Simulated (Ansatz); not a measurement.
Gas-phase electronic energies from Ansatz, PBE0-D4/def2-TZVP geometries. CCSD(T)/CBS adds triple-zeta CCSD(T) − MP2 to the extrapolated MP2 energy (def2 sets, frozen cores). This one scheme is used for every species. Functionals use def2-TZVPP. One conformer a species, not always the lowest.

`CB(S)O[SiH3]` + `C=CCF` → `FC/C=C/[SiH3]` + `CB(O)S`  (formal exchange of groups at the Si–O bond)

Q: Is it downhill or uphill in electronic energy at CCSD(T)/CBS, and by how much? (Estimate.)

A: The calculation gave: Uphill: ΔE = +83.0 kJ/mol.

Q: What do these levels give: LDA (SPW92), PBE-D4, revPBE-D4, r2SCANh-D4, r2SCAN0-D4, BHLYP-D4, CAM-B3LYP-D4, ωB97X-V, ωB97M-V, r2SCAN, MP2/def2-TZVPP, SCS-MP2/def2-TZVPP? (An estimate is asked.)

A: The calculation gave: LDA (SPW92) 68.6, PBE-D4 68.5, revPBE-D4 68.1, r2SCANh-D4 79.4, r2SCAN0-D4 80.9, BHLYP-D4 93.0, CAM-B3LYP-D4 87.9, ωB97X-V 80.4, ωB97M-V 80.3, r2SCAN 78.0, MP2/def2-TZVPP 82.3, SCS-MP2/def2-TZVPP 85.9 kJ/mol.

Largest T1 diagnostic among the species: 0.012.

At CCSD(T), def2-SVP lies −12.5 kJ/mol from the extrapolated value and def2-TZVPP −1.3 kJ/mol. From PBE to PBE0 (25 % exact exchange), in def2-TZVPP and without D4, ΔE moves by +5.0 kJ/mol. In def2-TZVPP, CCSD(T) changes the Hartree–Fock value by −17.0 kJ/mol (the triples alone add −2.5 kJ/mol) and MP2 by −16.4 kJ/mol.
